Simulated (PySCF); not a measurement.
C4H4F4.
Cartesian coordinates in Å at the GFN2-xTB level; atoms count from 1:
```
atom  x, y, z in Å
F1     0.1526   -1.8459   -1.1172
C2     0.1277   -1.0904    0.0138
C3    -1.1023   -0.1702    0.1126
C4    -0.2102    1.0703   -0.0700
F5    -0.2711    1.9672    0.9494
C6     1.0419    0.1598   -0.0551
F7     1.8312    0.2648   -1.1405
F8     1.8415    0.2960    1.0209
H9     0.3353   -1.7489    0.8616
H10   -1.5889   -0.1926    1.0841
H11   -1.8308   -0.3307   -0.6773
H12   -0.3259    1.6200   -1.0082
```

Computed with PySCF 2.14.0, density-fitted response routines, TDDFT CAM-B3LYP/def2-SVPD, vertical, gas phase, core orbitals frozen in the response.

Kohn–Sham orbitals with the atoms that hold most of them (Löwdin shares over 4%, at most four atoms; ? is withheld):

| orbital | ε (eV) | atoms |
| --- | --- | --- |
| LUMO+2 | 1.78 | C6 14%, F7 13%, F8 11%, H11 10% |
| LUMO+1 | 1.36 | C3 22%, H11 12%, H10 11%, C2 11% |
| LUMO | 0.91 | ? |
| HOMO | -10.73 | ? |
| HOMO-1 | -11.36 | C3 23%, F5 19%, F1 18%, C4 13% |
| HOMO-2 | -11.68 | C3 21%, F1 12%, F5 11%, C2 11% |
| HOMO-3 | -13.00 | F1 33%, F5 32%, C4 9%, C2 8% |

Problem. Give the leading atoms of the LUMO.

Solution. C2 (bonded to 2 C, F and H) 14%; C4 (bonded to 2 C, F and H) 14%; H9 (bonded to C) 9%; H12 (bonded to C) 9%. By element: carbon 28% or more, hydrogen 18% or more.

Problem. Give the leading atoms of the HOMO.

Solution. C6 (bonded to 2 C and 2 F) 18%; C2 (bonded to 2 C, F and H) 14%; C4 (bonded to 2 C, F and H) 14%; F5 (bonded to C) 12%. By element: carbon 46% or more, fluorine 12% or more.

Problem. The HOMO–LUMO gap is 11.64 eV. Where does the response calculation put the lowest singlet, and from which orbitals?

Solution. S1 is at 7.83 eV (f = 0.0001), 3.81 eV below the gap, made of HOMO→LUMO (89%). Without the coupling terms of the response equations the lowest excitation would equal the gap.

Problem. One configuration dominates each of S1, S2, S3, S4 and S6. Which, and how do the shares of the two leading atoms of either orbital change from the occupied to the empty one?

Solution. 
- S1 (7.83 eV, f 0.0001), HOMO→LUMO (89%): C6 18% → at most 9%, C2 14% → 14%, C4 14% → 14%
- S2 (8.45 eV, f 0.0001), HOMO-1→LUMO (90%): C3 23% → at most 9%, F5 19% → at most 9%, C2 at most 14% → 14%, C4 13% → 14%
- S3 (8.84 eV, f 0.0012), HOMO-2→LUMO (85%): C3 21% → at most 9%, F1 12% → at most 9%, C2 11% → 14%, C4 at most 11% → 14%
- S4 (9.18 eV, f 0.033), HOMO→LUMO+1 (76%): C6 18% → at most 12%, C2 14% → 11%, C3 at most 12% → 22%, H11 at most 12% → 12%
- S6 (9.67 eV, f 0.0032), HOMO-1→LUMO+1 (79%): C3 23% → 22%, F5 19% → at most 12%, H11 at most 14% → 12%

Löwdin shares depend on the basis, the more so with diffuse functions.

On one thread, Arm Neoverse N1 (aarch64), shared host with 64 logical CPUs at a one-minute load of 60, this took 77 s of wall time and 0.90 GiB of memory at its peak.

Without π bonds the low states are Rydberg-like; a valence basis with one diffuse set may place them up to an eV too high.
